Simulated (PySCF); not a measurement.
Mayer bond orders and bond lengths

C5H4O3S.
Numbering: `[O:1]=[C:2]([OH:3])[c:4]1[cH:5][cH:6][c:7]([SH:8])[o:9]1` (hydrogens: H10 on O3; H11 on C5; H12 on C6; H13 on S8)

Cartesian coordinates in Å at the GFN2-xTB level; atoms count from 1:
```
atom  x, y, z in Å
O1    -2.9191   -0.0590   -0.2003
C2    -1.8778    0.5511   -0.1823
O3    -1.8127    1.8867   -0.2993
C4    -0.5703   -0.0698   -0.0345
C5    -0.2391   -1.3978    0.1096
C6     1.1602   -1.4545    0.2122
C7     1.5868   -0.1516    0.1228
S8     3.1938    0.5188    0.1735
O9     0.5590    0.6890   -0.0254
H10   -2.7074    2.2481   -0.3942
H11   -0.9295   -2.2152    0.1365
H12    1.7768   -2.3199    0.3336
H13    2.7748    1.7745    0.0300
```

Bond orders from the PBE0/pcSseg-1 density (PySCF). The structure is a single GFN2-xTB conformer in the gas phase; no vibrational or solvent corrections.

Where do the orders between heavy atoms depart from those drawn in the SMILES?

The largest departure is 0.504, at O9–C4 (drawn aromatic, 0.996), counting aromatic bonds as 1.5. Drawn single, order above 1.12: C2–O3 (1.163). The bonds drawn aromatic range from 1.00 to 1.48.

Set the Mayer orders of the bonds beside their lengths.

```csv
bond,drawn as,length (Å),Mayer order
O1–C2,double,1.207,1.944
C2–O3,single,1.342,1.163
C2–C4,single,1.455,0.999
C4–C5,aromatic,1.376,1.480
C5–C6,aromatic,1.404,1.314
C6–C7,aromatic,1.374,1.458
C7–S8,single,1.742,1.061
C7–O9,aromatic,1.336,1.112
O9–C4,aromatic,1.361,0.996
O3–H10,single,0.970,0.928
C5–H11,single,1.070,1.007
C6–H12,single,1.070,0.996
S8–H13,single,1.332,0.922
```

By pair of heavy elements: C–O: lowest O9–C4 (0.996, 1.361 Å), highest O1–C2 (1.944, 1.207 Å); in 1 of the 6 pairs the longer bond (by over 0.003 Å) has the higher order (by 0.02 or more). C–C: lowest C2–C4 (0.999, 1.455 Å), highest C4–C5 (1.480, 1.376 Å).

Sum the orders of all bonds at each heavy atom with more than one neighbour and set the sums beside the valence in the SMILES.

C2 4.106 (drawn 4), O3 2.091 (drawn 2), C4 3.475 (drawn 4), C5 3.801 (drawn 4), C6 3.768 (drawn 4), C7 3.631 (drawn 4), S8 1.983 (drawn 2), O9 2.108 (drawn 2). Orders between atoms that aren't bonded are not in these sums.

The Mayer order sums products of elements of PS (density times overlap matrix) between the two atoms' basis functions, so it depends on the basis set.
